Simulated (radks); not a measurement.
Values are calculated unless marked as measured or tabulated.
Charge is removed step by step from the 2p up level of neutral boron, starting from [He] 2s2 2p(up 1, down 0). Code: a radial shooting solver on a logarithmic mesh with Libxc functionals. Model: scalar-relativistic Kohn-Sham, LDA (Slater exchange, Perdew-Wang correlation), spin-polarised, spherical densities, point nucleus.

removed (e),E - E(0) (eV),eigenvalue (eV),E minus straight line (eV)
0,0.000,-4.096,0.000
0.1,0.450,-4.913,-0.407
0.2,0.984,-5.761,-0.731
0.3,1.603,-6.638,-0.969
0.4,2.312,-7.542,-1.117
0.5,3.113,-8.472,-1.174
0.6,4.007,-9.426,-1.137
0.7,4.999,-10.403,-1.003
0.8,6.089,-11.402,-0.770
0.9,7.280,-12.420,-0.436
1,8.573,-13.456,0.000

Removing the whole electron costs 8.573 eV by Delta-SCF, against 4.096 eV from minus the eigenvalue at the starting occupation. Slater's transition state (half an electron removed) gives 8.472 eV. Integrating minus the eigenvalue over the occupation (Janak's theorem) gives 8.573 eV. In this scalar-relativistic scheme the density is built from large components alone, so the theorem holds only approximately. The mean slope of the eigenvalue, de/dn, is 9.36 eV per electron. Ionisation energy of B in the NIST Atomic Spectra Database: 8.298 eV (measured).
